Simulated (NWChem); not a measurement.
**Total energies of Br**

```xyz
1

Br     0.0000     0.0000     0.0000
```
Charge 0, spin multiplicity 2.

All runs are NWChem calculations.

Basis set: def2-QZVP (75 functions).

```csv
method,total energy (Ha),relative cost
UHF,-2572.44765,1
UMP2,-2572.76657,under 3
UB2PLYP,-2573.80200,under 3
UPBE,-2573.77611,under 3
UB3LYP,-2574.19489,under 3
UBP86,-2574.43751,under 3
```

Total energies of different functionals aren't comparable as a measure of quality: only differences taken within one method are. Relative cost: rough, from shared machines, SCF included, UHF = 1.

The Hamiltonian is non-relativistic. The correlated methods keep 9 core orbitals frozen. B3LYP has NWChem's definition, with VWN1-RPA local correlation. No SCF solution was tested for a lower state. Open-shell Hartree-Fock references start from PBE0 orbitals; any time given for them includes that run.
